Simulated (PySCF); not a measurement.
GaH2(OiPr), C3H9GaO.
Z-matrix (Å and degrees, PBE0-D3(BJ)/def2-SVP geometry), rows numbered from 1:
```
Ga
H   1  1.5584
H   1  1.5671  2  128.26
O   1  1.7868  2  111.92  3  -179.91
C   4  1.4066  1  128.29  2  -179.66
C   5  1.5219  4  111.38  1    63.08
C   5  1.5219  4  111.40  1   -62.96
H   5  1.1067  4  105.90  1  -179.95
H   6  1.1032  5  110.71  4   -66.18
H   6  1.1010  5  111.45  4   173.91
H   6  1.1003  5  110.22  4    53.73
H   7  1.1003  5  110.20  4   -53.74
H   7  1.1030  5  110.71  4    66.18
H   7  1.1009  5  111.41  4  -173.87
```

The computed photoelectron lines, unassigned: C 1s: 290.51 (area 2), 291.87 (area 1) eV; O 1s: 536.94 eV.

The calculation used delta-SCF UKS SCAN, pcX-2 on the ionised atom, pcseg-1 elsewhere, spin-free X2C (PySCF 2.14.0). The structure is a single PBE0-D3(BJ)/def2-SVP conformer in the gas phase; no vibrational or solvent corrections.

(1) Assign the C 1s lines to atoms.

Results:

(1) 290.51 eV: C6/C7 (carbon bonded to C and 3 H); 291.87 eV: C5 (carbon bonded to 2 C, O and H). Lowest listed C 1s: C6/C7, bonded to C and 3 H. Highest, 1.36 eV above it: C5, bonded to O, 2 C and H.

Bonded neighbours of each site: O4: C and Ga; C5: O, 2 C and H; C6/C7: C and 3 H.

Question: Express the binding energy of O 1s of O4 in atomic units and per mole.

Answer: 536.94 eV = 19.7322 Eh = 51807 kJ/mol.

The first atom of each set that the bonding makes equivalent was ionised and stands for the set. No level of gallium is listed.
